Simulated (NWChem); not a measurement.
**Correlation energy of H$_{3}$N$_{2}$**

SMILES: [NH]N
```xyz
5

N      0.6511    -0.3566     0.0959
N     -0.5470     0.1891    -0.1233
H      1.3245     0.4159     0.0242
H     -0.7248     1.1746     0.0674
H     -1.3289    -0.4182     0.1002
```
Charge 0, spin multiplicity 2.

The numbers come from NWChem runs, not from measurements. Structure: optimised with UPBE0/def2-SVP, a minimum by its harmonic frequencies. It is one conformer; others weren't searched.

Basis set: cc-pVDZ. Each correlation energy counts from its own Hartree-Fock reference.

The correlated methods keep 2 core orbitals frozen. The structure started from a generated list of species. The stability of the SCF solutions was not checked. Open-shell Hartree-Fock references start from PBE0 orbitals. Coupled-cluster values serve here as a point of comparison, not as the truth.

| method | correlation energy (mHa) |
|---|---|
| URI-MP2 | -317.6 |
| UMP2 | -317.6 |
| SCS-UMP2 | [?] |
| CCSD on UHF | [?] |
| CCSD[T] on UHF | -352.8 |
| CCSD(T) on UHF | -352.2 |
| CCSD on ROHF | -349.5 |
| CCSD[T] on ROHF | -359.0 |
| CCSD(T) on ROHF | -358.4 |

Problem. Fill in the missing entries.

Solution. 
- SCS-UMP2, correlation energy (mHa): -312.5
- CCSD on UHF, correlation energy (mHa): -343.7
